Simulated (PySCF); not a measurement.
ReO₂F₃, SMILES [O]=[Re](=[O])([F])([F])[F], multiplicity 1. Heavy atoms are numbered as in [Re:1](=[O:2])(=[O:3])([F:4])([F:5])[F:6].

Geometry optimised at B3LYP-D3(BJ)/def2-SVP. The spin state was assumed, not searched. The def2 effective core potentials stand for the cores of Re; spin–orbit coupling is left out.

Computed with PBE/def2-TZVP in PySCF.

ESP charges are fitted to the potential on shells at 1.4 to 2.0 van der Waals radii. Atomic charges (e), one atom of each kind:

```csv
atom,ESP fit,Löwdin,Mulliken
Re1,1.35,0.89,1.48
O2,-0.29,-0.17,-0.30
F4,-0.26,-0.20,-0.31
```
